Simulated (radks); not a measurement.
Fractional charge and spin in the 3d shell of nickel: the spin-up occupation runs from 3 to 4 and the spin-down occupation from 3 to 4; the fullest corner is Ni, [Ar] 4s2 3d(up 4, down 4). Method: scalar-relativistic Kohn-Sham, LDA (Slater exchange, Perdew-Wang correlation), spin-polarised, spherical densities, finite nucleus; Fermi nuclear charge, rms radius of each element as measured or else 0.836 A^(1/3) + 0.57 fm; computed with a radial shooting solver on a logarithmic mesh with Libxc functionals. Energy (eV) above the fullest corner. The planes named below are the two flat planes that join the four corners, with an edge along up + down = one added electron.

\begin{tabular}{lrrrrr}
down \ up & 3 & 3.25 & 3.5 & 3.75 & 4 \\ \hline
3 & 49.711 & 39.612 & 30.681 & 22.875 & 16.149 \\
3.25 & 39.612 & 30.749 & 23.008 & 16.345 & 10.712 \\
3.5 & 30.681 & 23.008 & 16.410 & 10.839 & 6.244 \\
3.75 & 22.875 & 16.345 & 10.839 & 6.306 & 2.693 \\
4 & 16.149 & 10.712 & 6.244 & 2.693 & 0.000 \\
\end{tabular}

Corners above the fullest one (they belong to Ni+ and the next ion): (up 4, down 3) 16.149 eV, (up 3, down 4) 16.149 eV, (up 3, down 3) 49.711 eV. With half an added electron in each spin the energy lies 0.261 eV from the planes, and with half an added electron in spin up alone -2.250 eV. The planes are only a guide here: the flat-plane condition holds for ground states with one frontier orbital, while this shell lies below other occupied shells, so the corners above the fullest one are inner-hole states and not the ground states of those ions.
